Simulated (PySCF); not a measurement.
State search for LiSb

Unrestricted PBE0; Li def2-SVP, Sb def2-SVP with ECP28; scalar-relativistic core potentials (PySCF 2.14). Outer shells of the fragments: Li 2s1; Sb 4d10 5s2 5p3.

Followed along the bond (rough minima from three points):

```csv
2Ms+1,unpaired,⟨S²⟩ at the start,R at minimum (Å),Te (eV)
3,π ↑↑,2.01,2.62,0.00
1,π ↑↓,1.01,2.61,0.30
1,none,0.00,2.60,1.19
3,"σ ↑, π ↑",2.00,none in the scan,≤ 0.83
1,"σ ↓, π ↑",1.01,none in the scan,≤ 1.14
```

Solutions found at the starting distance of 2.650 Å, counted from the lowest of them; the search is not exhaustive and high or unbound solutions are not listed, so other states can lie among these:

```tsv
2Ms+1	unpaired	term	E (eV)	⟨S²⟩	⟨Lz²⟩	μ (D)
3	π ↑↑	³Σ⁻	0.00	2.01	0.00	-6.59
1	π ↑↓	mixed	0.31	1.01	2.01	-6.59
3	σ ↑, π ↑	³Π	0.88	2.00	1.01	-6.81
1	σ ↓, π ↑	mixed	1.17	1.01	1.01	-6.79
1	none	mixed	1.19	0.00	2.00	-6.35
5	σ ↑↑, π ↑↑	⁵Σ⁻	2.01	6.00	0.00	4.49
3	σ ↑↑, π ↑↓	mixed	2.69	3.01	2.01	4.55
1	σ ↓↓, π ↑↑	mixed	2.70	2.01	0.00	4.59
3	σ ↑, π ↑	³Π	3.05	2.00	1.00	4.77
1	σ ↓, π ↑	mixed	3.08	1.00	1.00	4.83
5	σ ↑, π ↑↑↑	⁵Π	3.44	6.00	1.00	1.02
3	σ ↑↑	mixed	3.67	2.00	2.00	4.63
3	σ ↑, π ↑↑↓	mixed	4.11	3.01	3.01	1.04
5	σ ↑↑, π ↑↑	mixed	8.98	6.00	2.00	11.17
```

A term symbol is given only where ⟨S²⟩ and ⟨Lz²⟩ are close to those of a pure state; real π, δ and φ orbitals otherwise mix terms. A positive dipole means Li(−)Sb(+).

Spin–orbit coupling is left out. Counting both spins, an empty level lies below a filled one in some of these solutions, because spin and occupation are held.
